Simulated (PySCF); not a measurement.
# Electron affinity of Pt by level of theory

Pt⁻ [Xe] 4f14 5d9 6s2 [5d3/2^4 5d5/2^5, M_J = 5/2] → Pt [Xe] 4f14 5d9 6s1 [5d3/2^4 5d5/2^5 6s1/2^1, M_J = 3], as a difference of total energies. All numbers are calculated (PySCF 2.14, the two-component X2C-1e Hamiltonian, in x2c-TZVPall-2c with one added diffuse shell each of s, p, d type (12s12p11d2f, 117 functions)). Correlated levels: [Kr] 4d10 4f14 frozen; the 34 highest virtual spinors dropped. "Screened" scales the spin-orbit matrix elements by Boettger's factors to mimic the two-electron term; Breit and QED terms are absent.

```json
{"method": "GHF (spin-free)", "electron affinity (eV)": "0.447"}
{"method": "GMP2 (spin-free)", "electron affinity (eV)": "1.789"}
{"method": "GHF (screened spin-orbit)", "electron affinity (eV)": "0.444"}
{"method": "GMP2 (screened spin-orbit)", "electron affinity (eV)": "1.796"}
```

How much does correlation contribute at GMP2 (screened spin-orbit)?

1.796 − (0.444) = 1.352 eV, measured against GHF (screened spin-orbit).

The spin-free rows relax to the high-spin LS determinant and lack the spin-orbit shift.

Errors of the correlated levels include the incompleteness of this basis and the frozen core.

The labels give the starting determinants; with spin-orbit coupling the two ends relaxed to ⟨J²⟩ = 8.80, ⟨L²⟩ = 6.19, ⟨S²⟩ = 0.95 and ⟨J²⟩ = 12.04, ⟨L²⟩ = 6.20, ⟨S²⟩ = 2.18.

For comparison: 2.125 eV (measured; photodetachment measurements, as compiled on the Wikipedia data page of electron affinities).
